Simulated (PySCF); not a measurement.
Constitutional and geometric isomers with formula C2H5N. Gas-phase values, no solvent. One relaxed conformer stands for each flexible species; it need not be the lowest. Strings in code marks are SMILES.

The HOMO–LUMO gap from two functionals at the same geometries (PBE0-D3(BJ)/def2-TZVP), both in PySCF: PBE-D3(BJ)/def2-TZVP and ωB97X-D3(BJ)/def2-TZVP. 

| species | PBE-D3(BJ)/def2-TZVP (eV) | ωB97X-D3(BJ)/def2-TZVP (eV) |
|---|---|---|
| `C=NC` | 4.45 | 11.92 |
| `C/C=N/[H]` | 4.89 | 12.50 |
| `C=CN` | 4.88 | 11.39 |

Over these rows, drawn at random from the members with no instability flagged (it was tested for open shells, ions and some series alone), PBE minus ωB97X-D3(BJ): mean -7.19 eV, from -7.61 eV to -6.50 eV.
